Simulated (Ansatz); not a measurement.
This triplet is an excited state, 2.59 eV above the relaxed singlet at the level frozen-core CCSD(T)/cc-pVTZ // B3LYP-D3(BJ)/def2-TZVP (Ansatz, a program for electronic structure).

Level of theory: B3LYP-D3(BJ)/def2-TZVP in Ansatz. No frequencies were computed at this level.

Ansatz 0.2 input:
```yaml
crystal:
  periodic: [false, false, false]
  atoms:
    - { symbol: Cl, position_ang: [1.834736, -0.412835, -0.000006] }
    - { symbol: Ge, position_ang: [-0.001068, 0.83039, -0.000001] }
    - { symbol: Cl, position_ang: [-1.833668, -0.417555, 0.000007] }
basis:
  gaussian: { orbitals: def2-tzvp }
hamiltonian:
  xc: b3lyp
  dispersion: d3bj
relax:
  max_steps: 150
magnetization:
  spin_polarized: true
  initial_magnetization: 2
```

Output:

```
Functional definition: B3LYP
820 factors; integrals over basis functions are off by at most 2.5e-4 eV
mean field evaluation 1: about -81565.1575 eV, gradient 1.5e1 eV
mean field evaluation 2: about -81564.0225 eV, gradient 2.3e1 eV
mean field evaluation 4: about -81565.9740 eV, gradient 7.3e-1 eV
mean field evaluation 8: about -81566.0186 eV, gradient 2.6e-2 eV
mean field evaluation 16: about -81566.0186 eV, gradient 9.0e-5 eV
mean field -81566.01858456 eV, -2997.4958955496 hartree, gradient 1.1e-5 eV, S^2 2.004513; 0 other end points of the search recorded, 0 dependent functions left out
reference -81566.01880949 eV, -2997.4959038156 hartree; 34, 32 occupied and 88, 90 virtual orbitals, 820 factors
relax step   1: F+E_penalty+E_count = -81566.18912111 eV  Δ(F+E_penalty+E_count) = +0.000e0 eV  max|allowed force component| = 6.608e-1 eV/Å  Δτ_max = 0.0000 Å  (34 SCF iters, accepted)
these checks for a lower state are left out or cut short: starts, cluster_reference, orbital_swaps, neighbouring_geometries, increment
820 factors; integrals over basis functions are off by at most 2.3e-4 eV
mean field -81566.04892297 eV, -2997.4970104655 hartree, gradient 1.1e-5 eV, S^2 2.004275; 0 other end points of the search recorded, 0 dependent functions left out
reference -81566.04914982 eV, -2997.4970188020 hartree; 34, 32 occupied and 88, 90 virtual orbitals, 820 factors
relax step   2: F+E_penalty+E_count = -81566.21767770 eV  Δ(F+E_penalty+E_count) = -2.856e-2 eV  max|allowed force component| = 2.425e-1 eV/Å  Δτ_max = 0.0605 Å  (36 SCF iters, accepted)
these checks for a lower state are left out or cut short: starts, cluster_reference, orbital_swaps, neighbouring_geometries, increment
820 factors; integrals over basis functions are off by at most 2.2e-4 eV
mean field evaluation 32: about -81566.0531 eV, gradient 7.7e-4 eV
mean field -81566.05307535 eV, -2997.4971630626 hartree, gradient 2.1e-5 eV, S^2 2.004122; 0 other end points of the search recorded, 0 dependent functions left out
reference -81566.05330262 eV, -2997.4971714147 hartree; 34, 32 occupied and 88, 90 virtual orbitals, 820 factors
relax step   3: F+E_penalty+E_count = -81566.22156078 eV  Δ(F+E_penalty+E_count) = -3.883e-3 eV  max|allowed force component| = 1.832e-2 eV/Å  Δτ_max = 0.0259 Å  (36 SCF iters, accepted)
these checks for a lower state are left out or cut short: starts, cluster_reference, orbital_swaps, neighbouring_geometries, increment
820 factors; integrals over basis functions are off by at most 2.3e-4 eV
mean field -81566.05332694 eV, -2997.4971723084 hartree, gradient 8.7e-6 eV, S^2 2.004139; 0 other end points of the search recorded, 0 dependent functions left out
reference -81566.05355440 eV, -2997.4971806673 hartree; 34, 32 occupied and 88, 90 virtual orbitals, 820 factors
relax step   4: F+E_penalty+E_count = -81566.22161087 eV  Δ(F+E_penalty+E_count) = -5.009e-5 eV  max|allowed force component| = 6.274e-4 eV/Å  Δτ_max = 0.0037 Å  (30 SCF iters, accepted)
820 factors; integrals over basis functions are off by at most 2.3e-4 eV
mean field -81566.05332694 eV, -2997.4971723084 hartree, gradient 8.7e-6 eV, S^2 2.004139; 1 other end points of the search recorded, 0 dependent functions left out
reference -81566.05355440 eV, -2997.4971806673 hartree; 34, 32 occupied and 88, 90 virtual orbitals, 820 factors
Total energy: -81566.22183833 eV, -2997.5033649876 hartree
Atom 0 at     1.878520    -0.368531    -0.000006 Å, force     0.000627    -0.000031    -0.000000 eV/Å
Atom 1 at    -0.000954     0.741895    -0.000001 Å, force    -0.000000     0.000063    -0.000000 eV/Å
Atom 2 at    -1.877566    -0.373364     0.000007 Å, force    -0.000627    -0.000032     0.000000 eV/Å
Dipole moment:    -0.000297     0.231209    -0.000000 e Å
```

Cost: roughly 24 core-seconds.
